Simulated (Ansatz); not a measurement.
System: C$_{5}$H$_{11}$O, charge 0, multiplicity 2. It need not be the lowest isomer of its formula. 
Geometry from a B3LYP-D3(BJ)/def2-TZVP (Ansatz, a quantum-chemistry and plane-wave program) optimisation:
```
C
H 1 1.0943
H 1 1.0950 2 106.54
C 1 1.5240 2 110.16 3 -119.28
H 4 1.0920 1 108.81 2 -175.69
H 4 1.0954 5 106.34 1 -117.44
C 4 1.5258 5 110.00 6 -118.54
H 7 1.0913 4 111.33 5 58.70
H 7 1.0926 8 107.71 4 121.92
H 7 1.0929 8 107.74 9 115.77
C 1 1.5379 2 108.47 3 115.69
O 11 1.3671 1 112.97 2 -178.49
H 11 1.1140 12 101.67 1 114.56
C 11 1.5322 13 107.71 12 -118.55
H 14 1.0894 11 110.31 13 60.66
H 14 1.0910 15 109.05 11 122.01
H 14 1.0916 15 108.47 16 117.69
```
Charge 0, spin multiplicity 2.

Wanted: atomisation energy (electronic, to ground-state atoms), in kcal/mol. Correlated levels leave the core frozen unless marked. Open shells are spin-unrestricted. Spin-orbit coupling is left out. Non-relativistic. The coupled-cluster limit lacks core correlation, which all-electron functionals hold. Basis-set limits of correlation are two-point, X^-3; Hartree-Fock from the larger set. [CCSD(T)-MP2]/basis is that difference in the basis named.

```
level                                                     program  atomisation energy (kcal/mol)  minus last row
-------------------------------------------------  --------------  -----------------------------  --------------
HF/STO-3G                                                  Ansatz                         1475.4          -107.7
HF/6-31G                                                   Ansatz                         1136.0          -447.1
PBE/def2-TZVPD                                             Ansatz                         1610.9            27.8
PBE-D4/def2-TZVPD                                  Ansatz + dftd4                         1618.0            34.9
BLYP-D4/def2-TZVPD                                 Ansatz + dftd4                         1579.5            -3.6
revPBE-D4/def2-TZVPD                               Ansatz + dftd4                         1582.8            -0.3
B97M-V/def2-TZVPD                                          Ansatz                         1585.7             2.6
PBE0-D4/def2-TZVP                                  Ansatz + dftd4                         1595.9            12.8
PBE0-D4/def2-TZVPD                                 Ansatz + dftd4                         1596.1            13.0
PBE0/def2-TZVP                                             Ansatz                         1590.0             6.9
BHLYP-D3(BJ)/def2-TZVPD                            Ansatz + dftd3                         1550.0           -33.1
r2SCANh/def2-TZVPD                                         Ansatz                         1581.7            -1.4
HSE06-D3(BJ)/def2-TZVPD                            Ansatz + dftd3                         1596.4            13.3
CAM-B3LYP-D4/def2-TZVPD                            Ansatz + dftd4                         1593.1            10.0
LC-wPBE-D4/def2-TZVPD                              Ansatz + dftd4                         1592.4             9.3
LC-wPBE/def2-TZVPD                                         Ansatz                         1584.6             1.5
MP2/6-31G*                                                 Ansatz                         1464.2          -118.9
RI-MP2/CBS(cc-pVTZ,cc-pVQZ)                                Ansatz                         1594.6            11.5
SCS-MP2/cc-pVTZ                                            Ansatz                         1556.4           -26.7
CCSD/6-31G*                                                Ansatz                         1442.8          -140.3
RI-MP2/CBS(cc-pVTZ,cc-pVQZ)+[CCSD(T)-MP2]/cc-pVTZ          Ansatz                         1583.1             0.0
```
